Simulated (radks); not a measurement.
Problem. Species: Br II. Configuration: [Ar] 3d10 4s2 4p4. Calculated with a radial shooting solver on a logarithmic mesh with Libxc functionals: Dirac Kohn-Sham, BLYP, spin-unpolarised, spherical densities, point nucleus; open shells are shared between the two j in proportion to 2j + 1. Some entries of the table are withheld. Estimate them.

| orbital | occ. | eigenvalue (Ry) | <r> (bohr) | r(max) (bohr) |
|---|---|---|---|---|
| 1s1/2 | 2 | -979.5835 | 0.04274 | 0.02791 |
| 2s1/2 | 2 | -128.1667 | 0.1893 | 0.1593 |
| 2p1/2 | 2 | -115.5190 | 0.1627 | 0.1252 |
| 2p3/2 | 4 | -112.0248 | 0.1666 | 0.1284 |
| 3s1/2 | 2 | -18.28764 | 0.5514 | 0.4841 |
| 3p1/2 | 2 | -13.89213 | 0.5570 | 0.4752 |
| 3p3/2 | 4 | -13.38892 | 0.5676 | 0.4839 |
| 3d3/2 | 4 | -5.76233 | (1) | 0.4289 |
| 3d5/2 | 6 | -5.68242 | (2) | 0.4316 |
| 4s1/2 | 2 | -2.22480 | 1.631 | 1.401 |
| 4p1/2 | 1.33333 | (3) | (4) | 1.599 |
| 4p3/2 | 2.66667 | (5) | (6) | 1.630 |

Solution. 
(1) 3d3/2 <r> (bohr): 0.5878
(2) 3d5/2 <r> (bohr): 0.5919
(3) 4p1/2 eigenvalue (Ry): -1.30126
(4) 4p1/2 <r> (bohr): 1.941
(5) 4p3/2 eigenvalue (Ry): -1.25893
(6) 4p3/2 <r> (bohr): 1.980
